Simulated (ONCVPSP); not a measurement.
## boron (B): one change to an ONCV potential, before and after

B (Z = 5), optimised norm-conserving Vanderbilt (ONCV), made with ONCVPSP 4.0.1 (PBE, scalar-relativistic). Core [He], reference 2s2 2p1. Waves: 2s: rc 1.10 bohr, ncon 3, nbas 7, qcut 6.3 1/bohr, 2 projectors, debl 3.3 Ha; 2p: rc 2.45 bohr, ncon 4, nbas 8, qcut 4.7 1/bohr, 1 projector; d scattering state at 0.3 Ha: rc 2.40 bohr, ncon 4, nbas 7, qcut 4.2 1/bohr, 1 projector. Local part: polynomial inside 0.80 bohr (lpopt 1, dvloc0 0 Ha). Core correction: Teter function, fcfact 1.5, rcfact 1.2.

All-electron outer shells of the reference configuration (PBE, scalar-relativistic, ld1.x):

```
shell  level (eV)  outermost node (bohr)  outermost maximum (bohr)
   1s     -180.59                      –                      0.21
   2s       -9.44                   0.46                      1.52
   2p       -3.61                      –                      1.57
```

Change: core correction none.

Cutoffs: the cutoffs (Ha) at which the residual kinetic energy of the hardest occupied pseudo-wave falls to 1 and 0.1 mHa per electron; they do not see the model core or the augmentation charge, which bear on the density cutoff. Errors are all-electron minus pseudo energies relative to the spin-unpolarised reference configuration.

Problem. How do hardness, ghosts and transferability respond?

Solution. The potential gets neither clearly harder nor softer (12 Ha and 16 Ha → 12 Ha and 16 Ha); both files keep a bound ghost (d); the errors of the 4 common tests hardly move.

| quantity | base | changed |
| --- | --- | --- |
| cutoff, loose | 12 Ha | 12 Ha |
| cutoff, tight | 16 Ha | 16 Ha |
| bound ghosts | d | d |
| GHOST(+) flags under 300 eV | none | none |
| error for 2s2 2p0, meV [ΔE 8.22 eV] | +48 | +48 |
| error for 2s1 2p0, meV [ΔE 33.64 eV] | +177 | +180 |
| error for 2s2 2p0.5, meV [ΔE 2.89 eV] | +6.0 | +6.1 |
| error for 2s1 2p2, meV [ΔE 5.85 eV] | -9.7 | -9.9 |
| s: phases at 1.12 bohr within 0.05 rad from the reference energy up to (Ha; the scan ends near 5) | to the end of the scan | to the end of the scan |
| p: phases at 2.49 bohr within 0.05 rad from the reference energy up to (Ha; the scan ends near 5) | 0.7 | 0.7 |
| d: phases at 2.43 bohr within 0.05 rad from the reference energy up to (Ha; the scan ends near 5) | 2.4 | 2.4 |

 A true bound ghost makes a file unfit for plane-wave use even where its test errors are small: the radial tests pick states by their node count and pass the ghost by.
